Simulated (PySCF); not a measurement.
Two-component Hartree-Fock for Ce⁵²⁺ (cerium, charge +52)

Start: [He] 2s2 2p2; 2p1/2 filled at m_j = -1/2, +1/2. Calculated with PySCF 2.14 in an even-tempered Gaussian basis (17 s from 32 bohr⁻², ratio 2.4; 12 p from 42 bohr⁻², ratio 2.4; 5 d from 140 bohr⁻², ratio 2.6; 4 f from 210 bohr⁻², ratio 2.6): generalised Hartree-Fock with the X2C-1e Hamiltonian and a Gaussian nucleus; one run each with spin-orbit coupling (SO) switched off, then screened by Boettger's factors.

```tsv
spinor shell	electrons	ε, spin-free (eV)	ε, screened SO (eV)	weight of nominal j (screened SO)	rms radius, screened SO (bohr)
1s1/2	2	-45524.6	-45495.2	1.000	0.0279
2s1/2	2	-10750.0	-10741.0	1.000	0.109
2p1/2	2	-10247.3	-10556.2	1.000	0.0926
```

```
   quantity    spin-free  screened SO
E (hartree)  -5085.79094  -5109.89918
        M_J            0            0
       ⟨J²⟩        2.000        0.000
       ⟨L²⟩        2.000        1.333
       ⟨S²⟩        2.000        1.333
```

Breit and QED terms are absent; they matter most for the inner s and p1/2 levels.

Densities and radii are taken from the X2C orbitals without a picture-change correction, which distorts them close to the nucleus.

Without spin-orbit coupling the j labels of p, d and f shells carry no meaning; the spin-free column gives the mean over the occupied spinors of each nl shell.
